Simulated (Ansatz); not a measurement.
A made-up structure of LiSi2NH4, closed shell:

```json
{"atom": "Li1", "x (Å)": "-1.5608", "y (Å)": "0.8953", "z (Å)": "1.8347"}
{"atom": "Si2", "x (Å)": "-1.1085", "y (Å)": "1.0237", "z (Å)": "-0.6854"}
{"atom": "N3", "x (Å)": "-0.4968", "y (Å)": "0.3096", "z (Å)": "0.4585"}
{"atom": "Si4", "x (Å)": "0.6346", "y (Å)": "-0.5461", "z (Å)": "0.1887"}
{"atom": "H5", "x (Å)": "-0.4590", "y (Å)": "0.7905", "z (Å)": "-2.1688"}
{"atom": "H6", "x (Å)": "1.1418", "y (Å)": "-0.6573", "z (Å)": "-1.3364"}
{"atom": "H7", "x (Å)": "1.7229", "y (Å)": "0.0871", "z (Å)": "1.0475"}
{"atom": "H8", "x (Å)": "0.1257", "y (Å)": "-1.9028", "z (Å)": "0.6611"}
```

It is relaxed with PBE-D4/def2-SVP and then PBE0-D4/def2-TZVP (Ansatz 0.2.0). Atoms count as bonded within 1.22 times the sum of their covalent radii (H–H: 0.88 Å). The end point is not checked to be a true minimum.

Does its bonding change? (Judge from chemistry; the calculation decides.)

Computed: Yes. Formed: none; broken: Si2–Si4.

Where it ends: The first stage lowers the energy by 4.03 eV in 8 steps. It ends as LiSi₂NH₄ ([SiH3][N]1[Li][SiH]1):
| atom | x (Å) | y (Å) | z (Å) |
| --- | --- | --- | --- |
| Li1 | -1.7301 | 1.0752 | 1.6112 |
| Si2 | -1.3980 | 1.2679 | -0.7485 |
| N3 | -0.5615 | 0.3742 | 0.3935 |
| Si4 | 0.7829 | -0.6741 | 0.2346 |
| H5 | -0.7385 | 1.0023 | -2.1044 |
| H6 | 1.2664 | -0.7885 | -1.1732 |
| H7 | 1.9289 | -0.2073 | 1.0724 |
| H8 | 0.4500 | -2.0497 | 0.7143 |

Labels in which every atom is bracketed show which atoms are joined, not bond orders.

For scale, one of the runs: PBE0-D4/def2-TZVP relaxation, 143 basis functions, launched by `ansatz run in.yaml --threads 2 --pin off --events-out ev --progress --plain --max-ram 4352MiB`. The run took about 24 s on 2 CPU threads of an Arm Neoverse V2 (shared host).
